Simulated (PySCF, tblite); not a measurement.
Potential energy surface of Cl2Mg, singlet: symmetric bend, bond length relaxed. Scanned: Cl-Mg-Cl angle. Other coordinates (Mg-Cl bond length) were minimised at B3LYP/def2-TZVP. Each profile is relative to its own lowest point.

```csv
a / °,A,B,C
180,0.6,0.0,0.0
170,0.5,1.5,1.2
160,0.2,5.9,5.0
150,0.0,13.4,11.5
140,0.0,24.3,21.0
130,0.6,39.1,34.0
120,2.6,58.6,51.1
110,6.9,84.1,73.6
100,15.3,117.8,103.3
90,31.3,164.5,144.6
80,62.0,233.2,206.2
```

Energies in kJ/mol.

### Question
Which curve belongs to which method? The methods are GFN2-xTB, 300 K electronic temperature (tblite); PySCF with M06-2X/cc-pVTZ; PySCF with RHF/cc-pVTZ.

### Answer
A is GFN2-xTB; B is RHF; C is M06-2X.
